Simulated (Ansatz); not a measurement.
Reactions of CH6AlFSi (`F[CH2][AlH][SiH3]`).

Isolated molecules relaxed with PBE0-D4/def2-TZVP in Ansatz; ΔE leaves out vibrations. CBS: MP2 limit from def2 TZ/QZ plus the TZ coupled-cluster correction, frozen cores. This one scheme is used for every species. DFT in def2-TZVPP. B3LYP here is the variant with VWN-RPA as its local correlation; programs differ in this. One conformer a species, not always the lowest.

| reaction | B2PLYP (kJ/mol) | B3LYP-D4 (kJ/mol) | HF/CBS(def2) (kJ/mol) |
| --- | --- | --- | --- |
| `F[CH2][AlH][SiH3]` + `OC(F)[SiH3]` → `FCOC(F)[SiH3]` + `[AlH2][SiH3]` | 17 | 18 | 2 |
| `F[CH2][AlH][SiH3]` + PH₃ → `[SiH3][AlH][PH2]` + fluoromethane | -73 | -71 | -74 |
| `F[CH2][AlH][SiH3]` + `OC[SiH2]O` → `O[SiH2]C(O)[SiH3]` + `F[CH2][AlH2]` | 15 | 14 | 13 |
| `F[CH2][AlH][SiH3]` + `[CH3][AlH][O][SiH2]C` → `[CH3][AlH][CH2]F` + `[CH3][AlH][O][SiH2][SiH3]` | 16 | 13 | 23 |
| `F[CH2][AlH][SiH3]` + `N=CBO` → `N=C([SiH3])BO` + `F[CH2][AlH2]` | 30 | 29 | 24 |
| `F[CH2][AlH][SiH3]` + `NB(O)O[SiH3]` → `NB(O[SiH3])O[SiH3]` + `F[CH2][AlH2]` | -82 | -84 | -103 |

Give the CCSD(T)/CBS values in the same order. (Best estimate.)

Computed: 19, -77, 13, 16, 31, -80 kJ/mol.

Largest T1 diagnostic: 0.014, for `[SiH3][AlH][PH2]`.
